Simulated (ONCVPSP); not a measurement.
## Plane-wave convergence, ONCV potential for carbon (C)

ONCVPSP 4.0.1 input, shortened (lines: element, Z, core and valence counts, functional; n l f; lmax; l rc ep ncon nbas qcut; lloc lpopt rc5 dvloc0; l nproj debl; icmod fcfact rcfact), PBE, scalar-relativistic:

```
  C 6.00    1    2        4      upf
    1    0    2.00
    2    0    1.50
    2    1    2.50
    2
    0    1.05    0.00    4    7    6.80
    1    2.50    0.00    4    7    5.10
    2    2.05    0.09    4    9    5.30
    4    5    0.90    0.00
    0    2    3.30
    1    2    1.20
    2    2    0.90
    3    5.75    1.65
```

Question: For each optimised wave give the share of its norm inside rc, the residual kinetic energy above qcut (Ha) and the cutoffs (Ha) for errors of 10, 1, 0.1 and 0.01 mHa per electron.

Answer:

```
         wave  norm inside rc  residual KE  10 mHa  1 mHa  0.1 mHa  0.01 mHa
           2s           0.237      3.2e-04    12.8   19.9     38.6      91.0
s projector 2           0.078      8.3e-04    14.2   22.6    130.4     161.0
           2p           0.804      7.8e-06     7.2    9.5     11.2      13.4
p projector 2           0.218      1.4e-04     8.5   11.0     14.3      29.5
d projector 1           0.002      3.5e-08     0.3    0.9      3.1       6.5
d projector 2           0.200      1.9e-05     4.9    8.6     11.9      14.9
```

The occupied waves need 20 Ha and 39 Ha for 1 and 0.1 mHa. Rows with under 1 % of the norm inside rc give no meaningful cutoff. Its largest configuration-test error is +1728 meV.
